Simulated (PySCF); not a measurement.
Se(OH)(SMe) (CH₄OSSe), SMILES CS[Se]O.

Geometry: PBE-D3(BJ)/def2-SVP. This is a generated structure with no PubChem entry under its InChIKey; it may be hypothetical. Other conformers were not sampled.

Two levels are set side by side: PBE/def2-TZVP (PySCF) and ωB97X/def2-TZVP (PySCF). Same geometry, gas phase. Differences are taken from unrounded values.

```tsv
quantity	ωB97X
orbital gap (eV)	10.14
highest occupied level (eV)	-9.16
lowest empty level (eV)	0.98
dipole moment (D)	0.90
mean polarisability (bohr³)	63.1
```

Task: What does PBE give, and how far is it from ωB97X? (An estimate is asked for; the answer gives what the named calculation found.)

Result: 
| quantity | PBE | PBE minus ωB97X |
|---|---|---|
| orbital gap (eV) | 3.52 | -6.62 |
| highest occupied level (eV) | -5.61 | 3.54 |
| lowest empty level (eV) | -2.09 | -3.07 |
| dipole moment (D) | 0.87 | -0.02 |
| mean polarisability (bohr³) | 66.3 | 3.1 |

Without exact exchange PBE keeps part of each electron's self-repulsion, which lifts occupied levels and narrows the gap. Loosely held outer electrons make PBE densities more polarisable. Differences between two approximate levels are no errors against the true value.

Rough cost on one machine, each run with all the roots and properties that it gave: ωB97X against PBE within a factor of 2.
